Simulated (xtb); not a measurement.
xtb job for SiHF, SMILES F[SiH] (connectivity only; charge and spin as stated), neutral, multiplicity 1, GFN2-xTB. 

```
$ xtb mol.xyz --gfn 2 --sp --chrg 0 --uhf 0 --json
$ cat mol.xyz
3

Si     0.10846691     0.60533034     0.00000000
H     -1.35766362     0.79915463     0.00000000
F     -0.01787479    -1.03041993    -0.00000000
```

Program output:

```
[banner left out]
          |                Calculation Setup                |
           -------------------------------------------------



           -------------------------------------------------
          |                 G F N 2 - x T B                 |
           -------------------------------------------------

        Reference                      10.1021/acs.jctc.8b01176
      * Hamiltonian:
        H0-scaling (s, p, d)           1.850000    2.230000    2.230000
        zeta-weighting                 0.500000
      * Dispersion:
        s8                             2.700000
        a1                             0.520000
        a2                             5.000000
        s9                             5.000000
      * Repulsion:
        kExp                           1.500000    1.000000
        rExp                           1.000000
      * Coulomb:
        alpha                          2.000000
        third order                    shell-resolved
        anisotropic                    true
        a3                             3.000000
        a5                             4.000000
        cn-shift                       1.200000
        cn-exp                         4.000000
        max-rad                        5.000000


          ...................................................
          :                      SETUP                      :
          :.................................................:
          :  # basis functions                  15          :
          :  # atomic orbitals                  14          :
          :  # shells                            6          :
          :  # electrons                        12          :
          :  max. iterations                   250          :
          :  Hamiltonian                  GFN2-xTB          :
          :  restarted?                      false          :
          :  GBSA solvation                  false          :
          :  PC potential                    false          :
          :  electronic temp.          300.0000000     K    :
          :  accuracy                    1.0000000          :
          :  -> integral cutoff          0.2500000E+02      :
          :  -> integral neglect         0.1000000E-07      :
          :  -> SCF convergence          0.1000000E-05 Eh   :
          :  -> wf. convergence          0.1000000E-03 e    :
          :  Broyden damping             0.4000000          :
          :  net charge                          0          :
          :  unpaired electrons                  0          :
          ...................................................

 iter      E             dE          RMSdq      gap      omega  full diag
   1     -6.9799102 -0.697991E+01  0.169E+01    2.36       0.0  T
   2     -6.9844507 -0.454051E-02  0.117E+01    2.41       1.0  T
   3     -6.9837973  0.653377E-03  0.333E+00    2.25       1.0  T
   4     -6.9877390 -0.394166E-02  0.139E+00    2.49       1.0  T
   5     -6.9876317  0.107228E-03  0.766E-01    2.65       1.0  T
   6     -6.9880514 -0.419643E-03  0.216E-01    2.56       1.0  T
   7     -6.9880623 -0.109162E-04  0.627E-02    2.58       1.0  T
   8     -6.9880626 -0.265586E-06  0.787E-03    2.58       7.3  T
   9     -6.9880625  0.447635E-07  0.956E-03    2.58       6.0  T
  10     -6.9880626 -0.581779E-07  0.304E-03    2.58      19.0  T
  11     -6.9880626 -0.466698E-08  0.358E-04    2.58     161.4  T
  12     -6.9880626 -0.278995E-10  0.201E-04    2.58     287.6  T

   *** convergence criteria satisfied after 12 iterations ***

         #    Occupation            Energy/Eh            Energy/eV
      -------------------------------------------------------------
         1        2.0000           -0.8071846             -21.9646
         2        2.0000           -0.6039536             -16.4344
         3        2.0000           -0.4874394             -13.2639
         4        2.0000           -0.4847961             -13.1920
         5        2.0000           -0.4650055             -12.6534
         6        2.0000           -0.3406038              -9.2683 (HOMO)
         7                         -0.2458687              -6.6904 (LUMO)
         8                         -0.1840397              -5.0080
         9                         -0.1036096              -2.8194
        10                         -0.0664375              -1.8079
        11                         -0.0196973              -0.5360
       ...                                ...                  ...
        14                          0.7712967              20.9881
      -------------------------------------------------------------
                  HL-Gap            0.0947351 Eh            2.5779 eV
             Fermi-level           -0.2932362 Eh           -7.9794 eV

 SCC (total)                   0 d,  0 h,  0 min,  0.002 sec
 SCC setup                      ...        0 min,  0.000 sec (  4.828%)
 Dispersion                     ...        0 min,  0.000 sec (  2.133%)
 classical contributions        ...        0 min,  0.000 sec (  1.195%)
 integral evaluation            ...        0 min,  0.000 sec ( 12.090%)
 iterations                     ...        0 min,  0.001 sec ( 60.378%)
 molecular gradient             ...        0 min,  0.000 sec ( 13.131%)
 printout                       ...        0 min,  0.000 sec (  5.761%)

         :::::::::::::::::::::::::::::::::::::::::::::::::::::
         ::                     SUMMARY                     ::
         :::::::::::::::::::::::::::::::::::::::::::::::::::::
         :: total energy              -6.971284983340 Eh    ::
         :: gradient norm              0.000036757333 Eh/a0 ::
         :: HOMO-LUMO gap              2.577874200416 eV    ::
         ::.................................................::
         :: SCC energy                -6.988062588202 Eh    ::
         :: -> isotropic ES            0.016415491554 Eh    ::
         :: -> anisotropic ES         -0.001372110368 Eh    ::
         :: -> anisotropic XC         -0.010445874293 Eh    ::
         :: -> dispersion             -0.000787740709 Eh    ::
         :: repulsion energy           0.016777604863 Eh    ::
         :: add. restraining           0.000000000000 Eh    ::
         :: total charge               0.000000000000 e     ::
         :::::::::::::::::::::::::::::::::::::::::::::::::::::

           -------------------------------------------------
          |                Property Printout                |
           -------------------------------------------------

    * Orbital Energies and Occupations

         #    Occupation            Energy/Eh            Energy/eV
      -------------------------------------------------------------
         1        2.0000           -0.8071846             -21.9646
         2        2.0000           -0.6039536             -16.4344
         3        2.0000           -0.4874394             -13.2639
         4        2.0000           -0.4847961             -13.1920
         5        2.0000           -0.4650055             -12.6534
         6        2.0000           -0.3406038              -9.2683 (HOMO)
         7                         -0.2458687              -6.6904 (LUMO)
         8                         -0.1840397              -5.0080
         9                         -0.1036096              -2.8194
        10                         -0.0664375              -1.8079
        11                         -0.0196973              -0.5360
        12                          0.0061143               0.1664
        13                          0.5328108              14.4985
        14                          0.7712967              20.9881
      -------------------------------------------------------------
Note: The following floating-point exceptions are signalling: IEEE_DENORMAL
normal termination of xtb
                  HL-Gap            0.0947351 Eh            2.5779 eV
             Fermi-level           -0.2932362 Eh           -7.9794 eV

     #   Z          covCN         q      C6AA      α(0)
     1  14 Si       1.618     0.403   185.733    28.993
     2   1 H        0.914    -0.098     5.489     3.664
     3   9 F        0.704    -0.306    12.397     4.157

 Mol. C6AA /au·bohr⁶  :        362.631978
 Mol. C8AA /au·bohr⁸  :      18459.440365
 Mol. α(0) /au        :         36.814608


Wiberg/Mayer (AO) data.
largest (>0.10) Wiberg bond orders for each atom

 ---------------------------------------------------------------------------
     #   Z sym  total        # sym  WBO       # sym  WBO       # sym  WBO
 ---------------------------------------------------------------------------
     1  14 Si   2.085 --     3 F    1.126     2 H    0.959
     2   1 H    0.990 --     1 Si   0.959
     3   9 F    1.157 --     1 Si   1.126
 ---------------------------------------------------------------------------

Topologies differ in total number of bonds
Writing topology from bond orders to xtbtopo.mol

molecular dipole:
                 x           y           z       tot (Debye)
 q only:        0.344       0.909       0.000
   full:       -0.205       0.593      -0.000       1.596
molecular quadrupole (traceless):
                xx          xy          yy          xz          yz          zz
 q only:       -0.200       0.680      -0.540       0.000       0.000       0.740
  q+dip:        1.171      -0.340      -2.144      -0.000      -0.000       0.973
   full:       -1.013      -1.557      -2.547      -0.000       0.000       3.560


           -------------------------------------------------
          | TOTAL ENERGY               -6.971284983340 Eh   |
          | GRADIENT NORM               0.000036757333 Eh/α |
          | HOMO-LUMO GAP               2.577874200416 eV   |
           -------------------------------------------------

------------------------------------------------------------------------
------------------------------------------------------------------------
 total:
 SCF:
```

Self-consistency was reached.

Cost: about 0.03 core-seconds (a rough figure).
